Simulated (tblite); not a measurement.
Record of a relaxation.

Species: C₄H₈BrNSi.
Numbering: `[N:1]#[C:2][CH2:3][C@@H:4]([SiH3:5])[CH2:6][Br:7]` (hydrogens: H8, H9 on C3; H10 on C4; H11, H12, H13 on Si5; H14, H15 on C6)

Computed with GFN2-xTB (tblite), gas phase: L-BFGS steps from a force-field or distance-geometry start until the largest atomic force falls under 0.01 eV/Å. 5 of its 60 geometries are shown.

Step 0: E = -580.5212 eV, largest atomic force 3.335 eV/Å
```
atom  x, y, z in Å  |  force x, y, z in eV/Å
N1      2.504    0.111    1.718   -1.838  -1.233  -2.495
C2      1.865   -0.343    0.849    1.280   0.904   1.891
C3      1.064   -0.922   -0.222   -0.146   0.725   0.052
C4     -0.271   -0.148   -0.481    0.085  -0.135   0.549
Si5    -1.540   -0.401    0.951   -0.178   0.137   0.470
C6     -0.084    1.333   -0.796    0.227  -0.259   0.313
Br7     0.810    1.572   -2.518    0.186   0.054  -0.148
H8      0.849   -1.966    0.009   -0.082   0.001   0.194
H9      1.657   -0.937   -1.143    0.130   0.205   0.021
H10    -0.753   -0.636   -1.334    0.179   0.077  -0.229
H11    -2.844    0.172    0.523    0.404  -0.156   0.064
H12    -1.689   -1.855    1.205    0.093   0.377  -0.138
H13    -1.063    0.294    2.171   -0.093  -0.194  -0.360
H14    -1.030    1.857   -0.906   -0.140  -0.121   0.039
H15     0.519    1.876   -0.049   -0.105  -0.380  -0.224
```

Step 15: E = -580.6616 eV, largest atomic force 0.144 eV/Å
```
atom  x, y, z in Å  |  force x, y, z in eV/Å
N1      2.422    0.140    1.682   -0.120  -0.033  -0.073
C2      1.798   -0.325    0.843   -0.003   0.033   0.019
C3      1.030   -0.896   -0.235    0.079  -0.059  -0.007
C4     -0.303   -0.178   -0.481    0.069   0.007  -0.013
Si5    -1.526   -0.382    0.979   -0.051   0.003   0.087
C6     -0.083    1.282   -0.784    0.034   0.085  -0.039
Br7     0.864    1.557   -2.494    0.002  -0.007   0.022
H8      0.851   -1.950   -0.008   -0.005  -0.041   0.025
H9      1.651   -0.853   -1.138    0.033   0.033  -0.030
H10    -0.758   -0.646   -1.360   -0.011  -0.031  -0.025
H11    -2.794    0.192    0.530   -0.018   0.007   0.029
H12    -1.645   -1.822    1.193   -0.021  -0.030   0.032
H13    -1.024    0.302    2.166    0.019  -0.006  -0.035
H14    -1.020    1.823   -0.888   -0.045   0.011  -0.029
H15     0.532    1.764   -0.027    0.037   0.026   0.036
```

Step 30: E = -580.6706 eV, largest atomic force 0.030 eV/Å
```
atom  x, y, z in Å  |  force x, y, z in eV/Å
N1      2.315    0.180    1.700   -0.014  -0.025  -0.009
C2      1.758   -0.323    0.837    0.002  -0.005   0.005
C3      1.035   -0.910   -0.261    0.002   0.006   0.006
C4     -0.302   -0.188   -0.493    0.011  -0.006  -0.009
Si5    -1.511   -0.385    0.990    0.010   0.008  -0.001
C6     -0.075    1.277   -0.785    0.002  -0.007  -0.006
Br7     0.902    1.558   -2.476   -0.015   0.004   0.018
H8      0.868   -1.970   -0.046   -0.008   0.018   0.003
H9      1.663   -0.840   -1.158    0.001   0.006   0.021
H10    -0.766   -0.648   -1.373   -0.010  -0.011  -0.004
H11    -2.785    0.201    0.577   -0.006   0.011  -0.003
H12    -1.655   -1.819    1.229    0.013  -0.012  -0.001
H13    -0.970    0.308    2.152    0.018  -0.001   0.004
H14    -1.013    1.817   -0.902    0.013   0.002  -0.014
H15     0.531    1.752   -0.014   -0.017   0.013  -0.009
```

Step 44: E = -580.6725 eV, largest atomic force 0.024 eV/Å
```
atom  x, y, z in Å  |  force x, y, z in eV/Å
N1      2.283    0.150    1.734    0.014   0.001   0.020
C2      1.740   -0.336    0.853   -0.004   0.004  -0.008
C3      1.031   -0.906   -0.262   -0.007  -0.002  -0.008
C4     -0.303   -0.186   -0.503   -0.015   0.003   0.007
Si5    -1.495   -0.381    0.994    0.000   0.002   0.001
C6     -0.086    1.279   -0.800   -0.001  -0.007   0.000
Br7     0.914    1.565   -2.476   -0.004  -0.006  -0.001
H8      0.858   -1.966   -0.059    0.004  -0.018  -0.004
H9      1.673   -0.830   -1.147    0.012   0.011  -0.011
H10    -0.769   -0.653   -1.379    0.010   0.002   0.003
H11    -2.771    0.215    0.603    0.003  -0.005   0.008
H12    -1.632   -1.818    1.232   -0.006   0.011  -0.007
H13    -0.921    0.302    2.147   -0.006   0.003   0.007
H14    -1.028    1.808   -0.936    0.011   0.002  -0.004
H15     0.502    1.766   -0.023   -0.011   0.000  -0.004
```

Step 59: E = -580.6730 eV, largest atomic force 0.007 eV/Å
```
atom  x, y, z in Å  |  force x, y, z in eV/Å
N1      2.282    0.130    1.749   -0.003  -0.003  -0.002
C2      1.738   -0.343    0.861   -0.001   0.000   0.001
C3      1.035   -0.902   -0.263   -0.001  -0.001   0.002
C4     -0.304   -0.186   -0.501    0.000  -0.001  -0.001
Si5    -1.493   -0.377    0.999   -0.001  -0.002   0.002
C6     -0.090    1.278   -0.807    0.003   0.002  -0.001
Br7     0.918    1.556   -2.480   -0.004  -0.001  -0.004
H8      0.866   -1.966   -0.075    0.005  -0.001  -0.001
H9      1.679   -0.809   -1.146   -0.005   0.001   0.002
H10    -0.770   -0.658   -1.373    0.002   0.000  -0.004
H11    -2.771    0.221    0.616    0.005   0.003  -0.004
H12    -1.636   -1.814    1.228   -0.001  -0.002   0.003
H13    -0.918    0.302    2.154    0.000  -0.001   0.000
H14    -1.032    1.803   -0.952    0.000   0.000   0.001
H15     0.492    1.773   -0.031    0.000   0.003   0.003
```

**Question.** Summarise the path.

**Answer.** The energy falls by 14.64 kJ/mol from step 0 to step 59; nine tenths of that is first reached at step 13. It rises by more than 0.2 meV at step 1. The largest force goes from 3.335 to 0.007 eV/Å. Among the bonds C3–C4 changes most (a near tie, within 0.001 Å, with another), from 1.564 to 1.536 Å; the atoms move by 0.110 Å rms after alignment.

The cost below is that of the whole relaxation. Time: 0.69 s of wall time. Hardware: Arm Neoverse N1, one thread (shared host).
